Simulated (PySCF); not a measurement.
C2H6ClNSi2, SMILES N#CC[Si@H]([SiH3])Cl. Geometry: PBE-D3(BJ)/def2-SVP. The structure was generated by enumeration; whether it is a known compound was not checked. One conformer was computed; it need not be the lowest.

**Question.** Give the equilibrium geometry at PBE-D3(BJ)/def2-SVP (PySCF confirms it by a frequency run) as bond lengths and angles. (Estimate from the structure and the level; the computed values follow.)

**Answer.** This is not unique; one that fits is 
Atoms: N1 C2 C3 Si4 Si5 Cl6 H7 H8 H9 H10 H11 H12. Bond lengths (Å): N1–C2 1.173, C2–C3 1.452, C3–Si4 1.922, C3–H7 1.110, C3–H8 1.110, Si4–Si5 2.350, Si4–Cl6 2.092, Si4–H9 1.501, Si5–H10 1.503, Si5–H11 1.504, Si5–H12 1.503. Bond angles (°): N1–C2–C3 176.3, C2–C3–Si4 110.1, C2–C3–H7 110.6, C2–C3–H8 110.9, Si4–C3–H7 108.7, Si4–C3–H8 109.0, H7–C3–H8 107.6, C3–Si4–Si5 111.2, C3–Si4–Cl6 106.2, C3–Si4–H9 108.2, Si5–Si4–Cl6 108.8, Si5–Si4–H9 113.8, Cl6–Si4–H9 108.5, Si4–Si5–H10 109.0, Si4–Si5–H11 108.0, Si4–Si5–H12 110.3, H10–Si5–H11 109.6, H10–Si5–H12 110.1, H11–Si5–H12 109.9.
Charge 0, spin multiplicity 1.
